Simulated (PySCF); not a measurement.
**Ir+: excitation energy**

Ir+ [Xe] 4f14 5d7 6s1 (5F) → Ir+ [Xe] 4f14 5d7 6p1 (high-spin determinant), as a difference of total energies. Computed with PySCF 2.14 in aug-cc-pVTZ-PP with one added diffuse shell each of s, p, d, f, g type with ECP60MDF (7s7p6d4f3g, 113 functions), with a scalar-relativistic core potential. Correlated levels: valence: 5s2 5p6 frozen. The calculations carry no spin-orbit coupling.

| method | excitation energy (eV) |
| --- | --- |
| UHF | 6.035 |
| LDA | 6.613 |
| PBE | 6.484 |
| PBE0 | 6.437 |
| r2SCAN | 6.611 |
| B2PLYP | 6.399 |
| M06-2X | 6.567 |
| LC-wPBE | 6.351 |
| MP2 (valence) | 6.430 |
| SCS-MP2 (valence) | 6.320 |

**Question.** How much does correlation contribute at MP2 (valence)?

**Answer.** 6.430 − (6.035) = 0.395 eV, measured against UHF.

The determinant of the upper state mixes LS terms, which raises its energy above the lowest term, most at the Hartree-Fock and MP2 levels.
